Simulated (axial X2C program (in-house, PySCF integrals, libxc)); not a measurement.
Outer orbitals of YN⁺ at 1.780 Å, PBEsol

Computed with an axial X2C code built on PySCF integrals. Spin-free means the one-electron spin-free X2C Hamiltonian; two-component (2c) means X2C with spin–orbit coupling and atomic mean-field two-electron Coulomb and Gaunt terms, so the difference of the two also holds small scalar two-electron terms. Basis: Y dyall-cv3z [11s12p9d6f3g], N dyall-av3z [7s7p3d2f] (cores contracted in-house); Gaussian nuclei, density fitting, unrestricted open shells. Masses: Y 88.906 u, N 14.003 u.

The distance is close to the 2c PBE0 minimum; the highest filled and lowest empty levels are listed.

Spin-free orbitals, state M_S = 1/2, Λ = 0 (beyond evenly filled blocks: σα) (Löwdin shares):

```json
{"symmetry": "σα", "occupied": "yes", "ε (eV)": "-33.82", "atomic character": "86% Y p, 6% N s, 5% N p"}
{"symmetry": "σβ", "occupied": "yes", "ε (eV)": "-33.46", "atomic character": "87% Y p, 5% N p, 5% N s"}
{"symmetry": "π-α", "occupied": "yes", "ε (eV)": "-33.13", "atomic character": "95% Y p, 2% N d"}
{"symmetry": "π+α", "occupied": "yes", "ε (eV)": "-33.13", "atomic character": "95% Y p, 2% N d"}
{"symmetry": "π-β", "occupied": "yes", "ε (eV)": "-33.04", "atomic character": "95% Y p, 2% N d"}
{"symmetry": "π+β", "occupied": "yes", "ε (eV)": "-33.04", "atomic character": "95% Y p, 2% N d"}
{"symmetry": "σα", "occupied": "yes", "ε (eV)": "-21.26", "atomic character": "62% N s, 15% Y d, 10% Y p"}
{"symmetry": "σβ", "occupied": "yes", "ε (eV)": "-20.04", "atomic character": "61% N s, 16% Y d, 10% Y p"}
{"symmetry": "σα", "occupied": "yes", "ε (eV)": "-12.01", "atomic character": "66% N p, 24% Y d, 5% Y p"}
{"symmetry": "π-α", "occupied": "yes", "ε (eV)": "-11.48", "atomic character": "63% N p, 29% Y d, 3% Y f"}
{"symmetry": "π+α", "occupied": "yes", "ε (eV)": "-11.48", "atomic character": "63% N p, 29% Y d, 3% Y f"}
{"symmetry": "π-β", "occupied": "yes", "ε (eV)": "-11.03", "atomic character": "60% N p, 33% Y d, 3% Y f"}
{"symmetry": "π+β", "occupied": "yes", "ε (eV)": "-11.03", "atomic character": "60% N p, 33% Y d, 3% Y f"}
{"symmetry": "σβ", "occupied": "no", "ε (eV)": "-9.91", "atomic character": "55% N p, 31% Y d, 7% Y p"}
{"symmetry": "σα", "occupied": "no", "ε (eV)": "-8.19", "atomic character": "62% Y s, 11% N p, 10% Y d"}
{"symmetry": "σβ", "occupied": "no", "ε (eV)": "-8.11", "atomic character": "62% Y s, 12% N p, 9% Y d"}
{"symmetry": "δ-α", "occupied": "no", "ε (eV)": "-7.57", "atomic character": "96% Y d, 3% N d"}
{"symmetry": "δ+α", "occupied": "no", "ε (eV)": "-7.57", "atomic character": "96% Y d, 3% N d"}
```

Spinors with spin–orbit coupling (state Ω = 1/2):

```csv
ω,occupied,ε (eV),atomic character,λ mixture
1/2,yes,-34.28,"89% Y p, 4% N p, 3% N s","63% σ, 37% π"
-1/2,yes,-34.14,"92% Y p, 3% N p, 2% N d","55% π, 45% σ"
1/2,yes,-33.01,"91% Y p, 3% N p, 2% N s","63% π, 37% σ"
-1/2,yes,-32.89,"90% Y p, 3% N p, 3% N s","55% σ, 45% π"
3/2,yes,-32.65,"95% Y p, 2% N d",100% π
-3/2,yes,-32.56,"95% Y p, 2% N d",100% π
1/2,yes,-21.26,"62% N s, 15% Y d, 10% Y p",100% σ
-1/2,yes,-20.04,"61% N s, 16% Y d, 10% Y p",100% σ
1/2,yes,-12.02,"66% N p, 24% Y d, 5% Y p",100% σ
-1/2,yes,-11.50,"63% N p, 29% Y d, 3% Y f",100% π
3/2,yes,-11.47,"63% N p, 29% Y d, 3% Y f",100% π
1/2,yes,-11.04,"60% N p, 33% Y d, 3% Y f",100% π
-3/2,yes,-11.02,"60% N p, 33% Y d, 3% Y f",100% π
-1/2,no,-9.92,"55% N p, 31% Y d, 7% Y p",100% σ
1/2,no,-8.19,"62% Y s, 11% N p, 10% Y d",100% σ
-1/2,no,-8.11,"62% Y s, 12% N p, 9% Y d",100% σ
-3/2,no,-7.62,"96% Y d, 3% N d",100% δ
```

Mulliken charges and populations of the two-component result (they depend on the basis, above all on diffuse functions):

Y 1.63 e (s 7.98 p 17.89 d 11.47 f 0.03), N -0.63 e (s 3.90 p 3.66 d 0.06 f 0.01). ⟨Lz⟩ = 0.00 ħ and ⟨Sz⟩ = 0.50 ħ (0.05 and 0.45 on the two atoms), which add up to Ω.

One determinant describes the state; a PBE0 search over occupations chose it and may have missed a lower one. Density functionals use the spin component along the axis (collinear).
